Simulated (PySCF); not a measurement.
PbBrI, SMILES [I][Pb][Br] (connectivity only; charge and spin as stated), neutral, multiplicity 1.

The structure is a stationary point at B3LYP-D3(BJ)/def2-SVP. The def2 effective core potentials stand for the cores of I, Pb; spin–orbit coupling is left out.

Calculation: TDDFT-LC-ωPBE/def2-SVPD in PySCF.

Vertical excitations.  State labels are in the subgroup Cs.

Computed UV-visible absorptions:
```csv
state,symmetry,energy (eV),λ (nm),f,main pairs
S1,A",3.43,362,0.005,"HOMO→LUMO 59 %, HOMO−1→LUMO 38 %"
S2,A",3.82,325,0.000,"HOMO−1→LUMO 60 %, HOMO→LUMO 38 %"
S3,A',4.17,298,0.016,HOMO−2→LUMO 91 %
S4,A",4.76,261,0.003,HOMO−4→LUMO 95 %
S5,A',4.83,257,0.009,"HOMO−3→LUMO 65 %, HOMO→LUMO+1 28 %"
S6,A',5.01,247,0.016,"HOMO→LUMO+1 47 %, HOMO−3→LUMO 18 %, HOMO→LUMO+2 14 %, HOMO−1→LUMO+1 12 %"
S7,A",5.13,242,0.001,"HOMO−2→LUMO+1 65 %, HOMO−5→LUMO 21 %"
S8,A",5.13,242,0.002,"HOMO−5→LUMO 76 %, HOMO−2→LUMO+1 19 %"
S9,A',5.40,229,0.100,"HOMO−1→LUMO+1 46 %, HOMO→LUMO+2 14 %, HOMO→LUMO+1 12 %, HOMO−3→LUMO 8 %"
S10,A',5.78,215,0.025,"HOMO−1→LUMO+2 66 %, HOMO→LUMO+2 14 %"
T1,A",2.87,432,0,"HOMO→LUMO 47 %, HOMO−1→LUMO 43 %"
T2,A',3.70,335,0,HOMO−2→LUMO 95 %
T3,A",3.72,333,0,"HOMO−1→LUMO 51 %, HOMO→LUMO 46 %"
T4,A',4.24,292,0,"HOMO→LUMO+1 40 %, HOMO−1→LUMO+1 35 %, HOMO−3→LUMO 7 %"
```
Triplets are in the Tamm–Dancoff approximation, which puts them higher than full response would, so one can lie above its singlet here.
